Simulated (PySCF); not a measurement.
**From computed data to an observable: chemical shift, span and skew from a shielding tensor**

C3H6O2Si, SMILES C#C[Si](C)(O)O. Atoms are numbered in the order given.

```xyz
12

C      2.3120    -0.1838     1.4392
C      1.2892    -0.1363     0.7811
Si    -0.2620     0.0045    -0.1919
C     -1.6577     0.6825     0.8317
O     -0.5461    -1.5432    -0.7409
O     -0.0473     1.0734    -1.4514
H      3.2150    -0.2328     2.0200
H     -2.5736     0.7933     0.2284
H     -1.8780     0.0167     1.6805
H     -1.3939     1.6752     1.2288
H     -1.3551    -1.6676    -1.2517
H      0.7402     0.9360    -1.9919
```

Coordinates come from a B3LYP-D3(BJ)/def2-SVP optimisation. The structure was generated by enumeration, and PubChem lists no compound with its InChIKey, so it may never have been made. Other conformers were not sampled.

GIAO shieldings from PBE/pcSseg-1 (PySCF), non-relativistic, no solvent. The symmetric part of the tensor of C1 has the principal values 2.4, 6.2, 249.9 ppm. The same nucleus in TMS has σ = 182.0 ppm at this level (PySCF, at its B3LYP-D3(BJ)/def2-TZVP geometry).

Q: Work out the isotropic shielding, the ¹³C shift against TMS, the span and the skew.

A: 
σ(iso) = (σ11 + σ22 + σ33)/3 = 86.2 ppm. δ = σ(ref) − σ(iso) = 182.0 − (86.2) = 95.8 ppm.
Span Ω = σ33 − σ11 = 247.5 ppm. Skew κ = 3(σ(iso) − σ22)/Ω = 0.97. Tumbling in solution averages the tensor to δ; in a static solid the shielding alone would spread this spin-1/2 line over Ω.
